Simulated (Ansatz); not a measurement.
Geometry optimisation, Ansatz, RKS PBE/def2-mTZVP.

The input (input.yaml):

```yaml
crystal:
  periodic: [false, false, false]
  atoms:
    - { symbol: Ge, position_ang: [-0.060633, 0.039123, -0.727376] }
    - { symbol: Cl, position_ang: [1.841772, 0.125459, 2.112454] }
    - { symbol: H, position_ang: [2.192593, -0.113931, 0.838178] }
    - { symbol: H, position_ang: [-1.24166, 1.109985, -0.482807] }
    - { symbol: Cl, position_ang: [-1.416573, -1.707336, -0.80965] }
basis:
  gaussian: { orbitals: def2-mTZVP }
hamiltonian:
  xc: pbe
relax:
  f_tol: 0.03
  max_steps: 50
```

Command:

```bash
$ ansatz run input.yaml --threads 2 --pin off --max-ram 3072MiB --backend cpu --events-out ev --progress --plain --runs-dir out
```

Question: Where does it end, and by what steps?

Answer: The forces met the threshold. The force dipped under the threshold on the way, but the program's further checks kept it going. After 15 steps the energy has fallen by 0.152 eV; Cl2 moved furthest, 0.83 Å.

```
step  energy less start (eV)  largest force component (eV/Å)  accepted
   0                  0.0000                           0.717       yes
   1                 -0.0121                           0.549       yes
   2                 -0.0104                           1.180        no
   3                 -0.0292                           0.384       yes
   4                 -0.0445                           0.530       yes
   5                 -0.0675                           0.703       yes
   6                 -0.1216                           0.093       yes
   7                 -0.1290                           0.077       yes
   8                 -0.1420                           0.453       yes
   9                 -0.1228                           0.542        no
  10                 -0.1504                           0.061       yes
  11                 -0.1514                           0.051       yes
  12                 -0.1520                           0.006       yes
  13                 -0.1521                           0.086       yes
  14                 -0.1523                           0.039       yes
  15                 -0.1524                           0.002       yes
```

```xyz
5
Properties=species:S:1:pos:R:3
Ge -0.108 0.213 -0.991
Cl 1.344 0.316 1.477
H 2.361 -0.431 1.134
H -1.140 1.089 -0.105
Cl -1.141 -1.734 -0.585
```

Whether the end is a true minimum wasn't checked by a vibrational analysis.

Run time: 18 s on 2 threads of Arm Neoverse V1 (shared host), peak memory 0.15 GiB.
